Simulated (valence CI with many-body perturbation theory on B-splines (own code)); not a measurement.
# Nb35+: calculated level list

Level of theory: relativistic CI+MBPT: four valence electrons over a frozen Dirac-Fock core [He], radial functions for each j: 11 s, 11 p, 10 d, 8 f, 5 g, 2 h, with the one-electron correlation potential Σ1 (screened to all orders), the two-electron term Σ2, the three-electron term Σ3, Breit, model QED; selected single and double excitations, second order for the rest, scaled by the run's own slope (own B-spline code, finite nucleus).

The last digits are not significant, and no measured levels were compared; by estimate large intervals hold to a few tenths of a per cent, small ones and those within an open d or f shell to about a per cent. Among the levels kept, up to 990 cm⁻¹ of a level comes from second order outside the variational space, and about a tenth of that is noise between levels of different J, which matters for small intervals.

Levels 46 to 90 of 200, with energies above the lowest level, (2s^2 2p1/2^2) J=0. "Leading %" is the weight of the configuration and term that name the level; weights of strongly mixed levels are sums over their largest components and can fall short. In the jj column 3d3/2^4 stands for four electrons in 3d with j = 3/2.

| No. | Configuration | Term | J | E (eV) | Leading % | Second component | g | Leading jj |
| --- | --- | --- | --- | --- | --- | --- | --- | --- |
| 46 | 2s2.2p.3p | 1S | 0 | 2910.5 | 71 | 25 % 2s2.2p.3p 3P |  | 2s^2 2p3/2 3p3/2 (95 %) |
| 47 | 2s.2p2.3s | 5P | 3 | 2914.1 | 57 | 36 % 2s.2p2.3s 3D | 1.518 | 2s 2p1/2 2p3/2 3s (86 %) |
| 48 | 2s.2p2.3d | 5F | 1 | 2926.1 | 56 | 25 % 2s.2p2.3d 3D | 0.359 | 2s 2p1/2^2 3d3/2 (89 %) |
| 49 | 2s2.2p.3d | 1D° | 2 | 2928.0 | 42 | 33 % 2s2.2p.3d 3D° | 0.988 | 2s^2 2p3/2 3d3/2 (82 %) |
| 50 | 2s.2p2.3s | 3P | 2 | 2928.5 | 41 | 19 % 2s.2p2.3s 3D | 1.292 | 2s 2p1/2 2p3/2 3s (75 %) |
| 51 | 2s.2p2.3d | 5F | 2 | 2929.0 | 30 | 16 % 2s.2p2.3d 5D | 1.222 | 2s 2p1/2^2 3d3/2 (64 %) |
| 52 | 2s.2p2.3p | 5P° | 1 | 2931.9 | 37 | 29 % 2s.2p2.3p 5D° | 1.862 | 2s 2p1/2 2p3/2 3p1/2 (92 %) |
| 53 | 2s2.2p.3d | 3F° | 4 | 2932.0 | 97 |  | 1.244 | 2s^2 2p3/2 3d5/2 (97 %) |
| 54 | 2s2.2p.3d | 3F° | 3 | 2932.4 | 42 | 40 % 2s2.2p.3d 3D° | 1.170 | 2s^2 2p3/2 3d3/2 (76 %) |
| 55 | 2s2.2p.3d | 3P° | 1 | 2935.9 | 60 | 29 % 2s2.2p.3d 3D° | 1.214 | 2s^2 2p3/2 3d3/2 (89 %) |
| 56 | 2s2.2p.3d | 3P° | 0 | 2936.3 | 98 |  |  | 2s^2 2p3/2 3d3/2 (98 %) |
| 57 | 2s.2p2.3p | 5D° | 2 | 2938.6 | 32 | 17 % 2s2.2p.3d 3P° | 1.379 | 2s 2p1/2 2p3/2 3p1/2 (62 %) |
| 58 | 2s2.2p.3d | 3P° | 2 | 2940.5 | 35 | 22 % 2s2.2p.3d 3D° | 1.346 | 2s^2 2p3/2 3d5/2 (51 %) |
| 59 | 2s.2p2.3d | 5D | 3 | 2941.0 | 28 | 20 % 2s.2p2.3d 5F | 1.397 | 2s 2p1/2^2 3d5/2 (86 %) |
| 60 | 2s2.2p.3d | 1F° | 3 | 2950.0 | 56 | 36 % 2s2.2p.3d 3D° | 1.128 | 2s^2 2p3/2 3d5/2 (77 %) |
| 61 | 2s.2p2.3d | 3F | 2 | 2952.7 | 32 | 16 % 2s.2p2.3d 1D | 1.009 | 2s 2p1/2^2 3d5/2 (66 %) |
| 62 | 2s2.2p.3d | 1P° | 1 | 2953.9 | 68 | 16 % 2s2.2p.3d 3P° | 1.019 | 2s^2 2p3/2 3d5/2 (95 %) |
| 63 | 2s.2p2.3s | 3D | 1 | 2954.7 | 74 | 14 % 2s.2p2.3s 1P | 0.665 | 2s 2p1/2 2p3/2 3s (95 %) |
| 64 | 2s.2p2.3p | 5D° | 3 | 2956.5 | 40 | 26 % 2s.2p2.3p 3D° | 1.322 | 2s 2p1/2 2p3/2 3p1/2 (80 %) |
| 65 | 2s.2p2.3s | 3D | 2 | 2959.7 | 34 | 30 % 2s.2p2.3s 1D | 1.154 | 2s 2p1/2 2p3/2 3s (82 %) |
| 66 | 2s.2p2.3s | 3P | 0 | 2962.5 | 90 | 6 % 2s.2p2.3s 1S |  | 2s 2p1/2 2p3/2 3s (88 %) |
| 67 | 2s.2p2.3s | 3P | 1 | 2962.8 | 55 | 22 % 2s.2p2.3s 1P | 1.552 | 2s 2p1/2 2p3/2 3s (87 %) |
| 68 | 2s.2p2.3p | 5P° | 3 | 2963.8 | 42 | 37 % 2s.2p2.3p 5D° | 1.519 | 2s 2p1/2 2p3/2 3p3/2 (92 %) |
| 69 | 2s.2p2.3p | 5P° | 1 | 2968.2 | 33 | 23 % 2s.2p2.3p 3D° | 1.670 | 2s 2p1/2 2p3/2 3p3/2 (96 %) |
| 70 | 2s.2p2.3p | 5S° | 2 | 2971.3 | 37 | 31 % 2s.2p2.3p 3P° | 1.628 | 2s 2p1/2 2p3/2 3p1/2 (88 %) |
| 71 | 2s.2p2.3p | 3D° | 2 | 2975.5 | 51 | 22 % 2s.2p2.3p 5P° | 1.425 | 2s 2p1/2 2p3/2 3p3/2 (91 %) |
| 72 | 2s.2p2.3p | 3P° | 0 | 2981.7 | 72 | 20 % 2s.2p2.3p 5D° |  | 2s 2p1/2 2p3/2 3p3/2 (92 %) |
| 73 | 2s.2p2.3p | 5D° | 4 | 2985.0 | 60 | 39 % 2s.2p2.3p 3F° | 1.392 | 2s 2p1/2 2p3/2 3p3/2 (92 %) |
| 74 | 2s.2p2.3p | 3P° | 2 | 2991.6 | 46 | 25 % 2s.2p2.3p 1D° | 1.380 | 2s 2p1/2 2p3/2 3p3/2 (87 %) |
| 75 | 2s.2p2.3p | 3F° | 2 | 2994.0 | 53 | 14 % 2s.2p2.3p 1D° | 0.920 | 2s 2p1/2 2p3/2 3p1/2 (89 %) |
| 76 | 2s.2p2.3p | 3D° | 1 | 2994.4 | 60 | 17 % 2s.2p2.3p 3S° | 0.953 | 2s 2p1/2 2p3/2 3p1/2 (49 %) |
| 77 | 2s.2p2.3p | 3D° | 3 | 2998.9 | 43 | 24 % 2s.2p2.3p 5P° | 1.330 | 2s 2p1/2 2p3/2 3p3/2 (89 %) |
| 78 | 2s.2p2.3p | 1P° | 1 | 2999.4 | 41 | 32 % 2s.2p2.3p 3P° | 1.170 | 2s 2p1/2 2p3/2 3p3/2 (50 %) |
| 79 | 2s.2p2.3p | 3P° | 0 | 2999.5 | 67 | 24 % 2s.2p2.3p 1S° |  | 2s 2p1/2 2p3/2 3p1/2 (85 %) |
| 80 | 2s.2p2.3d | 5F | 2 | 3005.3 | 44 | 17 % 2s.2p2.3d 5D | 1.224 | 2s 2p1/2 2p3/2 3d3/2 (96 %) |
| 81 | 2s.2p2.3d | 5D | 0 | 3005.5 | 88 | 10 % 2s.2p2.3d 3P |  | 2s 2p1/2 2p3/2 3d3/2 (98 %) |
| 82 | 2s.2p2.3d | 5D | 1 | 3005.6 | 59 | 18 % 2s.2p2.3d 5F | 1.266 | 2s 2p1/2 2p3/2 3d3/2 (96 %) |
| 83 | 2s.2p2.3d | 5F | 3 | 3008.5 | 61 | 19 % 2s.2p2.3d 5P | 1.302 | 2s 2p1/2 2p3/2 3d3/2 (72 %) |
| 84 | 2s.2p2.3d | 5F | 4 | 3010.0 | 57 | 35 % 2s.2p2.3d 5D | 1.382 | 2s 2p1/2 2p3/2 3d5/2 (95 %) |
| 85 | 2s.2p2.3p | 3D° | 1 | 3016.4 | 39 | 14 % 2s.2p2.3p 1P° | 1.058 | 2s 2p1/2 2p3/2 3p1/2 (90 %) |
| 86 | 2s.2p2.3s | 3D | 3 | 3016.9 | 54 | 36 % 2s.2p2.3s 5P | 1.444 | 2s 2p3/2^2 3s (83 %) |
| 87 | 2s.2p2.3d | 3F | 2 | 3022.8 | 27 | 24 % 2s.2p2.3d 3P | 1.267 | 2s 2p1/2 2p3/2 3d5/2 (93 %) |
| 88 | 2s.2p2.3d | 3F | 4 | 3026.2 | 36 | 27 % 2s.2p2.3d 5D | 1.291 | 2s 2p1/2 2p3/2 3d3/2 (67 %) |
| 89 | 2s.2p2.3d | 3F | 3 | 3027.3 | 51 | 28 % 2s.2p2.3d 5P | 1.277 | 2s 2p1/2 2p3/2 3d5/2 (53 %) |
| 90 | 2s.2p2.3p | 3F° | 3 | 3027.5 | 50 | 28 % 2s.2p2.3p 3D° | 1.139 | 2s 2p1/2 2p3/2 3p3/2 (95 %) |

Where two levels of one J and parity lie close, their mixing, g and order are uncertain.
